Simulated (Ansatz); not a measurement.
Species: SiH$_{2}$F$_{2}$, charge 0, singlet. SiH2F2 (difluorosilane, SMILES F[SiH2]F).
B3LYP-D3(BJ)/def2-TZVP minimum from Ansatz (a quantum-chemistry and plane-wave program):
```xyz
5

Si     0.2322    -0.1423     0.3567
F     -0.9008    -0.9574    -0.4083
F      0.3968     1.2663    -0.3659
H      1.4982    -0.8787     0.2366
H     -0.2130     0.0912     1.7376
```

Total energies in cc-pV(T+d)Z, 20 correlated electrons, 7 frozen orbitals. UHF or UKS for unpaired electrons; spin-orbit terms are left out. Cores are frozen in correlated methods. No relativity.

```csv
method,program,energy (Eh),minus CCSDT(Q) (mEh)
HF,Ansatz,-489.20547,658.56
MP2,Ansatz,-489.83258,31.44
CCSD,Ansatz,-489.84552,18.51
CCSD(T),Ansatz,-489.86307,0.95
CCSDT(Q),Ansatz,-489.86402,0.00
```

Rough core times of Ansatz's runs on a shared machine: CCSD(T) under 20 s, CCSDT(Q) 30 min.
